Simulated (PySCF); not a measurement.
Sn(OH)3(SH) (H4O3SSn), SMILES [OH][Sn]([OH])([OH])[SH].

Geometry: PBE0-D3(BJ)/def2-SVP. The def2 effective core potentials stand for the cores of Sn; spin–orbit coupling is left out. The values are those of a single conformer.

Computed with PySCF with PBE/def2-TZVP.

Gas-phase values at a fixed geometry.

Estimate the frontier levels, gap, dipole moment and polarisability. (Estimate from the structure and the level; the computed values follow.)


- highest occupied level: -6.69 eV
- lowest empty level: -2.79 eV
- orbital gap: 3.90 eV
- dipole moment: 0.76 D
- quadrupole, principal values (traceless, Buckingham form, about the centre of nuclear charge): -4.10, 1.36, 2.73 D·Å
- mean static polarisability: 69.7 bohr³ (10.32 Å³)
- polarisability, principal values: 60.6, 64.5, 83.9 bohr³
